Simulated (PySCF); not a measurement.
C₂H₈O₂Si, SMILES [SiH2](O)[C@H](C)O.

Geometry: PBE0-D3(BJ)/def2-SVP. The structure was generated by enumeration; whether it is a known compound was not checked. One conformer was computed; it need not be the lowest.

All values below come from TDA-PBE0/def2-SVPD in PySCF.

Vertical excitations. 

Computed UV-visible absorptions:
```tsv
state	energy (eV)	λ (nm)	f	main pairs
S1	6.34	196	0.007	HOMO→LUMO 96 %
S2	6.70	185	0.002	HOMO→LUMO+1 95 %
S3	7.43	167	0.009	HOMO−1→LUMO 77 %, HOMO−1→LUMO+1 14 %
S4	7.57	164	0.007	HOMO→LUMO+2 84 %
S5	7.83	158	0.001	HOMO→LUMO+4 42 %, HOMO−1→LUMO+1 39 %, HOMO−1→LUMO 9 %
S6	7.86	158	0.048	HOMO→LUMO+4 47 %, HOMO−1→LUMO+1 39 %
S7	7.93	156	0.138	HOMO→LUMO+3 80 %
S8	8.23	151	0.011	HOMO−2→LUMO 57 %, HOMO→LUMO+5 34 %
S9	8.32	149	0.071	HOMO→LUMO+5 42 %, HOMO−2→LUMO 35 %, HOMO→LUMO+6 12 %
S10	8.42	147	0.020	HOMO→LUMO+6 70 %, HOMO→LUMO+5 18 %
T1	5.97	208	0	HOMO→LUMO 93 %
T2	6.38	194	0	HOMO→LUMO+1 92 %
T3	7.00	177	0	HOMO−1→LUMO 67 %, HOMO−1→LUMO+1 22 %
T4	7.33	169	0	HOMO→LUMO+2 59 %, HOMO→LUMO+3 16 %
```
Triplets are in the Tamm–Dancoff approximation.
